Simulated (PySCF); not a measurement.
PySCF 2.14 output of an unrestricted M06 calculation on a single atom or ion in aug-cc-pVTZ-PP with one added diffuse shell each of s, p, d, f, g type with ECP28MDF (7s7p6d4f3g, 113 functions), with scalar relativity through the core potential:

```
SCF conv_tol = 1e-09
number electrons alpha = 10  beta = 5
    Y. Zhao and D. G. Truhlar.,  Theor. Chem. Acc. 120, 215 (2008)
    Y. Zhao and D. G. Truhlar.,  Theor. Chem. Acc. 120, 215 (2008)
cycle= 1 E= -94.1453260195323  delta_E= -0.00587  |g|= 0.0206  |ddm|= 0.692
cycle= 2 E= -94.1454193605994  delta_E= -9.33e-05  |g|= 0.00941  |ddm|= 0.0365
cycle= 3 E= -94.1454423109596  delta_E= -2.3e-05  |g|= 0.00307  |ddm|= 0.0445
cycle= 4 E= -94.1454450101598  delta_E= -2.7e-06  |g|= 0.00019  |ddm|= 0.0129
cycle= 5 E= -94.145445035002  delta_E= -2.48e-08  |g|= 3.32e-05  |ddm|= 0.000627
cycle= 6 E= -94.145445036002  delta_E= -1e-09  |g|= 1.71e-06  |ddm|= 0.000322
cycle= 7 E= -94.1454450360041  delta_E= -2.07e-12  |g|= 1.6e-07  |ddm|= 8.3e-06
converged SCF energy = -94.1454450360041  <S^2> = 8.7513521  2S+1 = 6.0004507
```

The run itself started from symmetry-adapted Hartree-Fock orbitals and held the occupation by maximum overlap, on a logarithmic radial grid, so the iterations belong to that start.

Q: Which element, charge and spin multiplicity is this?

A: Ru⁺ (ruthenium, charge +1), multiplicity 6; the state was [Kr] 4d6 5s1, high-spin 6D determinant (an excited configuration).

Energies and moments cover only the electrons outside the core potential.
